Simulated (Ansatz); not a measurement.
C3H8OSi can be A, `CO/C=C/[SiH3]`, or B, `O[SiH]1CCC1`.

Isolated molecules relaxed with PBE0-D4/def2-TZVP in Ansatz; ΔE leaves out vibrations. CCSD(T)/CBS is the MP2 limit (def2-TZVPP, def2-QZVPP) plus CCSD(T) − MP2 in def2-TZVPP, frozen cores. Functionals use def2-TZVPP. B3LYP here is the variant with VWN-RPA as its local correlation; programs differ in this. Each species was taken in one conformer, which may not be the lowest.

(1) Which isomer does CCSD(T)/CBS put lower? Give the gap. (Estimate.)

(2) Give E(B) − E(A) in kJ/mol with CCSD(T)/def2-TZVPP, ωB97M-V, MP2/def2-TZVPP, r2SCAN-D4, HF/def2-TZVPP, B3LYP, PBE0-D4. (An estimate is asked.)

Largest T1 diagnostic: 0.013.

Answers

(1) Ansatz gave: B, by 215.3 kJ/mol.

(2) The calculation gave: CCSD(T)/def2-TZVPP -208.3, ωB97M-V -214.7, MP2/def2-TZVPP -227.3, r2SCAN-D4 -206.3, HF/def2-TZVPP -184.4, B3LYP -186.1, PBE0-D4 -214.5. None reverses the order clearly.

In def2-TZVPP, CCSD(T) changes the Hartree–Fock value by −23.9 kJ/mol (the triples alone add +2.6 kJ/mol) and MP2 by −42.9 kJ/mol. From PBE to PBE0 (25 % exact exchange), in def2-TZVPP and without D4, E(B) − E(A) moves by −16.0 kJ/mol.
